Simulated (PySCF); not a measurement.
# Identify the compound

Molecular formula: C$_{4}$H$_{2}$FN$_{3}$. Simulated spectra:

1H NMR (300 MHz, computed): δ 10.22 (br s, 1H), 3.05 (d, J = 1.0 Hz, 1H).

13C{1H} NMR (computed): δ 175.0 (C, d, J = 335.6 Hz), 120.4 (C, d, J = 12.8 Hz), 95.0 (CH), 75.2 (C, d, J = 5.1 Hz).

Method: structure optimised with GFN2-xTB, σ from GIAO-PBE0/pcSseg-1, J: B3LYP/pcJ-1 (spin–dipole term only in couplings to heteroatoms), in PySCF (relativity neglected, no solvent, single conformer).

Shifts are taken against calculated references (same method and geometry level): TMS for 1H, 13C.

Q: Propose a structure and justify it.

A: 
Rings plus π bonds: 5 (1 ring in the answer). 4 carbon signals for 4 carbons: no two carbons are equivalent. Carbon types of the structure: 3 × C, 1 × CH, leaving 1 H on heteroatoms. δC 175.0: aromatic carbon bearing fluorine; the electronegative substituent deshields the carbon that carries it. δC 120.4: substituted aromatic carbon next to a ring nitrogen. δC 95.0: terminal alkyne carbon; the triple bond shields along its axis, which puts it between sp3 and sp2 carbons. δC 75.2: alkyne carbon; the triple bond shields along its axis, which puts it between sp3 and sp2 carbons. δH 10.22: hydrogen on a pyrrole-type ring nitrogen; exchangeable, gas-phase position. δH 3.05: hydrogen on a terminal alkyne carbon; it lies on the axis of the triple bond, in its shielding cone.

The compound is SMILES C#Cc1n[nH]nc1F.

This is the structure that produced the data.

OH and NH positions are those of a molecule without intermolecular hydrogen bonds; in solution they move with solvent, concentration and temperature, and exchange usually removes their couplings. C–F couplings over four or more bonds (about 3 Hz to the para carbon of a fluoroarene) are left out. Common functionals overestimate the size of one-bond C–F couplings by tens of Hz; these are unscaled. Splittings below 1 Hz are ignored in the labels, and close J values are merged. Shifts are as computed. Against solution values, carbons near 30 ppm lie about +3 ppm off and those near 130 ppm about +5 ppm. Of 1211 compounds with measured shifts, 218 miss one by over three times the rms of a fit or turn the order of signals round; such compounds aren't used in these exercises.
